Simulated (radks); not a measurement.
Values are calculated unless marked as measured or tabulated.
Valence configurations of neutral lead. Level of theory: scalar-relativistic Kohn-Sham, LDA (Slater exchange, Perdew-Wang correlation), spin-polarised, spherical densities, point nucleus; open shells are filled with parallel spins first (spin-orbit coupling, left out, can overturn this in heavy ions) (a radial shooting solver on a logarithmic mesh with Libxc functionals). Energies are relative to [Hg] 6p2; eigenvalues in eV for spin up.

valence	E (eV)	moment (Bohr magnetons)	e(4f)	e(5d)	e(6p)	e(6s)
[Hg] 6p2	0.000	2	-133.14	-21.270	-4.057	-12.608
[Xe] 4f14 5d10 6s1.5 6p2.5	3.774	3	-133.96	-22.113	-4.537	-13.324
[Xe] 4f14 5d10 6s1 6p3	7.366	4	-134.71	-22.900	-4.982	-13.988
[Xe] 4f14 5d10 6p4	18.039	2	-136.71	-24.581	-5.438	-
[Xe] 4f14 5d9 6s2 6p3	18.329	4	-138.98	-25.870	-5.242	-14.822
[Xe] 4f14 5d8 6s2 6p4	40.889	4	-145.13	-30.568	-6.167	-16.773
[Xe] 4f13.5 5d10 6s2 6p2.5	66.678	3	-142.96	-24.263	-4.663	-13.780
[Xe] 4f14 5d6 6s2 6p6	94.222	4	-157.47	-39.726	-7.817	-20.298
[Xe] 4f13 5d10 6s2 6p3	137.67	4	-152.95	-27.306	-5.256	-14.928
[Xe] 4f13 5d9 6s2 6p4	162.15	4	-159.23	-32.121	-6.176	-16.887

NIST lists [Hg] 6p2 as the ground configuration; this level of theory agrees among the configurations tried. The energies are those of spherical high-spin densities, not of single terms.
